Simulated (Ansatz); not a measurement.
Relaxation of BH3Se2 (6 atoms, charge 0, multiplicity 1), to a largest force component of 0.015 eV/Å in at most 40 steps.

These are results of Ansatz, RKS PBE0-D4/def2-SVPD, not measurements.

```xyz
6
Properties=species:S:1:pos:R:3:forces:R:3
B -0.457 0.170 -1.026 -0.15 0.59 0.26
Se -0.160 -1.463 0.017 0.01 -0.75 0.35
Se 0.132 -0.171 1.979 1.60 0.11 -1.04
H -1.531 0.648 -1.133 -0.74 0.01 0.13
H 0.394 0.781 -1.567 0.81 0.02 -0.23
H 1.664 -0.030 1.683 -1.54 0.02 0.53
```

Q: Where does it end, and by what steps?

A: The run converged. After 8 steps the energy has fallen by 0.760 eV; Se3 moved furthest, 0.60 Å. Joined: B1–Se3 (3.08 → 2.14 Å).

| step | energy less start (eV) | largest force component (eV/Å) | accepted |
| --- | --- | --- | --- |
| 0 | 0.0000 | 1.600 | yes |
| 1 | -0.2850 | 0.398 | yes |
| 2 | -0.5174 | 0.536 | yes |
| 3 | -0.7141 | 0.418 | yes |
| 4 | -0.6973 | 0.919 | no |
| 5 | -0.7539 | 0.222 | yes |
| 6 | -0.7599 | 0.027 | yes |
| 7 | -0.7599 | 0.018 | yes |
| 8 | -0.7600 | 0.002 | yes |

```xyz
6
Properties=species:S:1:pos:R:3
B -0.356 0.209 -0.677
Se -0.218 -1.748 -0.106
Se 0.003 0.012 1.423
H -1.470 0.636 -0.831
H 0.609 0.679 -1.223
H 1.474 0.148 1.368
```

The run took 28 s on 2 threads of Intel(R) Xeon(R) Platinum 8488C (Sapphire Rapids), with other jobs on the host, peak memory 0.36 GiB.
